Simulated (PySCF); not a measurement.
Excitation energy of Nb²⁺ by level of theory

Nb²⁺ [Kr] 4d3 (4F) → Nb²⁺ [Kr] 4d2 5s1 (4F), as a difference of total energies. All numbers are calculated (PySCF 2.14, scalar relativity through the core potential, in def2-QZVPPD with the def2 core potential (28 electrons)). Correlated levels: valence: 4s2 4p6 frozen; valence and next inner shell: nothing frozen outside the core potential. The calculations carry no spin-orbit coupling.

```
                                method  excitation energy (cm⁻¹)
                                   UHF                     24526
                                   LDA                     21894
                                   PBE                     23223
                                  PBE0                     24707
                                r2SCAN                     24602
                                  MN15                     24818
                                PBEsol                     23173
                                B2PLYP                     24263
                                 B3LYP                     23211
                         MP2 (valence)                     25197
                     SCS-MP2 (valence)                     24750
    MP2 (valence and next inner shell)                     24046
SCS-MP2 (valence and next inner shell)                     24173
```
